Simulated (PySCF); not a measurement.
# Si(vinyl)3(NHtBu): computed shieldings and shifts

Si(vinyl)3(NHtBu), C10H19NSi, point group C1.

Geometry:
```csv
atom,x (Å),y (Å),z (Å)
Si1,0.264,0.551,0.700
C2,0.329,0.253,2.551
C3,0.795,1.145,3.434
H4,-0.036,-0.706,2.945
H5,1.170,2.126,3.119
H6,0.822,0.944,4.511
C7,2.000,0.817,0.021
C8,3.132,0.668,0.719
H9,2.098,1.113,-1.034
H10,3.119,0.382,1.778
H11,4.121,0.827,0.273
C12,-0.687,2.126,0.319
C13,-1.468,2.767,1.197
H14,-0.583,2.570,-0.680
H15,-1.612,2.393,2.217
H16,-1.996,3.693,0.941
N17,-0.521,-0.872,0.073
C18,-0.726,-1.304,-1.304
C19,0.464,-2.143,-1.789
C20,-2.005,-2.143,-1.359
C21,-0.890,-0.082,-2.206
H22,-0.486,-1.663,0.709
H23,0.319,-2.497,-2.822
H24,1.393,-1.553,-1.749
H25,0.601,-3.026,-1.144
H26,-1.921,-3.020,-0.696
H27,-2.201,-2.513,-2.378
H28,-2.866,-1.547,-1.024
H29,0.021,0.538,-2.212
H30,-1.732,0.541,-1.872
H31,-1.077,-0.395,-3.244
```

GIAO calculations in PySCF on the PBE0-D3(BJ)/def2-SVP structure: isolated species, non-relativistic, equivalent atoms averaged; basis pcSseg-1.

Q: Give the isotropic shieldings (ppm) with B3LYP, PBE0.

A: 
```csv
atoms,environment,B3LYP,PBE0
Si1,"silicon bonded to 3 C, N",363.8,376.1
N17,"nitrogen bonded to C, Si, H",180.4,186.7
C2/C7/C12,"carbon bonded to C, Si, H",32.8,38.9
C3/C8/C13,"carbon bonded to C, 2 H",37.2,41.2
C18,"carbon bonded to 3 C, N",128.2,135.1
C19/C20/C21,"carbon bonded to C, 3 H",143.4,149.2
H4/H9/H14,"hydrogen on a carbon bonded to C, Si",25.17,24.93
H5/H6/H10/H11/H15/H16,hydrogen on a carbon bonded to C,25.29,25.04
H23/H24/H25/H26/H27/H28/H29/H30/H31,hydrogen on a carbon bonded to C,30.19,30.08
H22,"hydrogen on a nitrogen bonded to C, Si",31.30,31.14
HOMO–LUMO gap (eV),–,5.46,5.87
```

Q: And the chemical shifts, against references computed in the same way?

A: 
```json
{"atoms": "Si1", "nucleus, reference": "29Si, TMS", "B3LYP": "-25.9", "PBE0": "-24.1"}
{"atoms": "N17", "nucleus, reference": "15N, NH3", "B3LYP": "83.1", "PBE0": "78.9"}
{"atoms": "C2/C7/C12", "nucleus, reference": "13C, TMS", "B3LYP": "146.4", "PBE0": "145.5"}
{"atoms": "C3/C8/C13", "nucleus, reference": "13C, TMS", "B3LYP": "142.1", "PBE0": "143.2"}
{"atoms": "C18", "nucleus, reference": "13C, TMS", "B3LYP": "51.0", "PBE0": "49.3"}
{"atoms": "C19/C20/C21", "nucleus, reference": "13C, TMS", "B3LYP": "35.8", "PBE0": "35.2"}
{"atoms": "H4/H9/H14", "nucleus, reference": "1H, TMS", "B3LYP": "6.21", "PBE0": "6.34"}
{"atoms": "H5/H6/H10/H11/H15/H16", "nucleus, reference": "1H, TMS", "B3LYP": "6.09", "PBE0": "6.22"}
{"atoms": "H23/H24/H25/H26/H27/H28/H29/H30/H31", "nucleus, reference": "1H, TMS", "B3LYP": "1.19", "PBE0": "1.19"}
{"atoms": "H22", "nucleus, reference": "1H, TMS", "B3LYP": "0.08", "PBE0": "0.12"}
```

Q: Which part of the shielding of Si1 depends on the functional?

A: Diamagnetic: B3LYP 887, PBE0 887 ppm; paramagnetic: B3LYP -523, PBE0 -510 ppm. The diamagnetic part, set mainly by inner electrons, hardly moves; the paramagnetic part goes with low-lying magnetically allowed excitations and carries the spread.

Experimental scales use liquid or dissolved standards, which lie at an offset from isolated NH3 (liquid NH3: subtract about 20 ppm).
